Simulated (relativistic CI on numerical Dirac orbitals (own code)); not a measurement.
**d7 in a ligand field**

Computed with a parametric ligand-field model of a d^n configuration (Racah B and C, spin-orbit zeta, crystal field), exact diagonalisation.

Field parameters in Wybourne normalisation: Oh B⁴₀ = 21Dq, B⁴₄ = √(5/14) B⁴₀; Td as Oh with Dq negative (B⁴₀ = 21Dq, B⁴₄ = √(5/14) B⁴₀). The field is a parameter set, without covalency.

Q: Ground term and bands for B = 380, C = 1520, ζ = 0 cm⁻¹, Td, 10Dq = -4050 cm⁻¹?

A: Ground term 4A2 with 4.00 electrons in the two orbitals of the cubic e set. Spin-allowed: 4T2 4050 cm⁻¹ (2469 nm), 4T1 6623 cm⁻¹ (1510 nm), 4T1 11227 cm⁻¹ (891 nm). Lowest spin-forbidden: 2E 7108 cm⁻¹ (1407 nm), 2T1 7467 cm⁻¹ (1339 nm), 2T2 9775 cm⁻¹ (1023 nm). With an A2 ground term the first spin-allowed band lies at |10Dq| itself.

Q: Ground term and bands for B = 560, C = 1990, ζ = 0 cm⁻¹, Oh, 10Dq = 19200 cm⁻¹?

A: Ground term 2E with 1.02 electrons in the two orbitals of the cubic e set. Spin-allowed: 2T1 17745 cm⁻¹ (564 nm), 2T2 18164 cm⁻¹ (551 nm), 2T1 21570 cm⁻¹ (464 nm), 2T2 29877 cm⁻¹ (335 nm). Lowest spin-forbidden: 4T1 9153 cm⁻¹ (1093 nm), 4T2 27130 cm⁻¹ (369 nm), 4T1 34307 cm⁻¹ (291 nm).

Q: A d7 ion in Td symmetry has the ground term 4A2 and bands at 4T2 7150 cm⁻¹ (1399 nm), 4T1 12163 cm⁻¹ (822 nm), 2E 20273 cm⁻¹ (493 nm), 2T1 21094 cm⁻¹ (474 nm), 4T1 24437 cm⁻¹ (409 nm), 2A1 24960 cm⁻¹ (401 nm). Which parameters reproduce them?

A: B = 1010, C = 4590, ζ = 0 cm⁻¹, Td, 10Dq = -7150 cm⁻¹.

Q: A d7 ion in Oh symmetry has the ground term 2E and bands at 4T1 24236 cm⁻¹ (413 nm), 2T1 34026 cm⁻¹ (294 nm), 2T2 34578 cm⁻¹ (289 nm), 2T1 38664 cm⁻¹ (259 nm), 2T2 49312 cm⁻¹ (203 nm), 4T2 58567 cm⁻¹ (171 nm), 4T1 66598 cm⁻¹ (150 nm). Which parameters reproduce them?

A: B = 640, C = 2310, ζ = 0 cm⁻¹, Oh, 10Dq = 35900 cm⁻¹.

Q: Ground term and bands for B = 1040, C = 4840, ζ = 0 cm⁻¹, Oh, 10Dq = 31000 cm⁻¹?

A: Ground term 2E with 1.04 electrons in the two orbitals of the cubic e set. Spin-allowed: 2T1 27691 cm⁻¹ (361 nm), 2T2 28763 cm⁻¹ (348 nm), 2T1 34641 cm⁻¹ (289 nm), 2T2 50078 cm⁻¹ (200 nm). Lowest spin-forbidden: 4T1 8227 cm⁻¹ (1215 nm), 4T2 37050 cm⁻¹ (270 nm), 4T1 50473 cm⁻¹ (198 nm).
